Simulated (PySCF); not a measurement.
A run for PySCF: R-MP2/6-31G* on OS (SMILES O=S), 2S+1 = 1, a spin state set in the input, which need not be the lowest.

```python
from pyscf import gto, scf, dft, mp
from pyscf.data.elements import chemcore

mol = gto.M(
    atom='''
    O    -0.00000000   -0.00000000   -0.99301389
    S     0.00000000    0.00000000    0.49650695
    ''',
    basis='6-31g*',
    cart=True,
    charge=0, spin=0, verbose=3, max_memory=1800)
mf = scf.RHF(mol)
mf.conv_tol = 1e-8
mf.max_cycle = 100
mf.kernel()
if not mf.converged:
    mf = mf.newton().run(mf.mo_coeff, mf.mo_occ)
pt = mp.MP2(mf, frozen=chemcore(mol)).run()
```

The log:

```
converged SCF energy = -472.261171514338
E(RMP2) = -472.570884462525  E_corr = -0.309712948186746
E(SCS-RMP2) = -472.56209459553  E_corr = -0.30092308119232
```

The calculation finished and met its thresholds.

Cost: about 0.19 core-seconds (a rough figure).
